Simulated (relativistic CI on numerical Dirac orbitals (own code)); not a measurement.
**One change at a time: Pr XLII**

Base calculation: Dirac-Coulomb-Breit CI, orbitals from a KLI potential per configuration, QED by a radiative potential, unscaled Slater integrals.

Configurations in the expansion (outside the closed core [Ne]): 3s2.3p6, 3s2.3p5.3d, 3s.3p6.3d, 3s2.3p5.4s, 3s2.3p5.4p, 3s2.3p5.4d, 3p6.3d.4p, 3s.3p6.4s, 3s2.3p5.4f, 3s.3p6.4p, 3s.3p6.4d, 3s.3p6.4f, 3s2.3p5.5s, 3s2.3p5.5p, 3s2.3p5.5d, 3s2.3p5.5f, 3s2.3p5.5g, 3s.3p6.5s, 3s.3p6.5p, 3s.3p6.5d, 3s.3p6.5f, 3p6.3d2, 3p5.3d3, 3p5.3d2.4s, 3p5.3d2.4p, 3p5.3d2.4d, 3p6.3d.4s, 3p5.3d.4s2, 3p5.3d.4s.4p, 3p5.3d.4s.4d, 3p6.4s2, 3p5.4s2.4p, 3p5.4s2.4d. Double excitations out of closed p, d and f shells are left out; levels of such configurations are missing from the list, as are those of other unlisted configurations, and high levels can miss mixing partners. These lack a partner that the ground configuration has and come out too high: 3s2.3p5.4f, 3s2.3p5.5s, 3s2.3p5.5p, 3s2.3p5.5d, 3s2.3p5.5f.

Variants: (1) configuration mixing switched off; (2) one mean potential for all configurations. Shifts of the energy above 3s2.3p6 1S_0, in eV, for the lowest level and the first level of each name with at least 55 % of one term (blank where a level changes its place among those of its configuration and J or its character, or is not in the variant):

```tsv
Level	Base	Δ(1)	Δ(2)
3s2.3p6 1S_0	0.00	0.00	0.00
3s2.3p5.3d 3P°_0	176.11	-0.11	-0.07
3s2.3p5.3d 3P°_1	183.11	-0.11	-0.07
3s2.3p5.3d 3F°_3	188.21	0.00	-0.07
3s2.3p5.3d 3F°_4	209.12	+0.06	-0.07
3s2.3p5.3d 3D°_3	222.14	-0.11	-0.07
3s2.3p5.3d 3F°_2	302.35	+0.01	-0.07
3s2.3p5.3d 1P°_1	335.68	-0.07	-0.08
3s.3p6.3d 3D_1	458.32	+0.03	+0.06
3s.3p6.3d 3D_2	462.60	+0.03	+0.06
3s.3p6.3d 3D_3	484.79	+0.02	+0.05
3s.3p6.3d 1D_2	496.34	+0.10	+0.05
3p6.3d2 3F_2	929.48	-0.37	+0.15
3p6.3d2 3P_0	946.63	-0.34	+0.21
3p6.3d2 3F_3	953.24	-0.28	+0.11
3p6.3d2 3P_1	965.23	-0.27	+0.16
3p6.3d2 1S_0	1010.65	-0.53	+0.21
3p5.3d3 5D°_0	1110.38	-0.41	+0.52
3p5.3d3 3I°_7	1163.28	-0.39	+0.43
```

At this charge energies of transitions that change n are usually good to better than 1 %, and those within a shell (Δn = 0) to a few per cent.

Ionisation energy from the two ground configurations alone: base 3227.56 eV. The NIST ASD value (theoretical) is 3227 eV.

LS names give the leading component of a level, which can be under half, so a name can repeat, a term be missing and a line seem to break the LS rules.
